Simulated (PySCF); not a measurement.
**Worked example: chemical shift, span and skew from a shielding tensor**

C₂H₁₀O₂Si₂, SMILES OC[SiH]([SiH3])CO. Atoms are numbered in the order given.

```xyz
16

O      1.0368     2.4982    -0.0820
C     -0.1677     1.9014    -0.5629
Si     0.0043    -0.0025    -0.5542
Si     1.0032    -0.4887     1.5132
C     -1.6222    -0.9867    -0.7499
O     -1.3876    -2.3880    -0.6905
H      1.7471     2.2617    -0.6937
H     -0.4673     2.3046    -1.5525
H     -0.9630     2.2001     0.1415
H      0.9453    -0.4021    -1.6517
H      0.3074     0.2706     2.5979
H      2.4584    -0.1545     1.5338
H      0.8713    -1.9501     1.8316
H     -2.0586    -0.7839    -1.7432
H     -2.3817    -0.6513    -0.0114
H     -1.0175    -2.5892     0.1797
```

The structure is a stationary point at r2SCAN-D4/def2-SVP. The structure was generated by enumeration, and PubChem lists no compound with its InChIKey, so it may never have been made. Other conformers were not sampled.

GIAO shieldings from PySCF with PBE/pcSseg-1, non-relativistic, no solvent. The symmetric part of the tensor of Si3 has the principal values 323.6, 367.6, 426.0 ppm. The same nucleus in TMS has σ = 335.4 ppm at this level (PySCF, at its B3LYP-D3(BJ)/def2-TZVP geometry).

Task: Work out the isotropic shielding, the ²⁹Si shift against TMS, the span and the skew.

Result: 
σ(iso) = (σ11 + σ22 + σ33)/3 = 372.4 ppm. δ = σ(ref) − σ(iso) = 335.4 − (372.4) = -37.0 ppm.
Span Ω = σ33 − σ11 = 102.4 ppm. Skew κ = 3(σ(iso) − σ22)/Ω = 0.14. Tumbling in solution averages the tensor to δ; in a static solid the shielding alone would spread this spin-1/2 line over Ω.
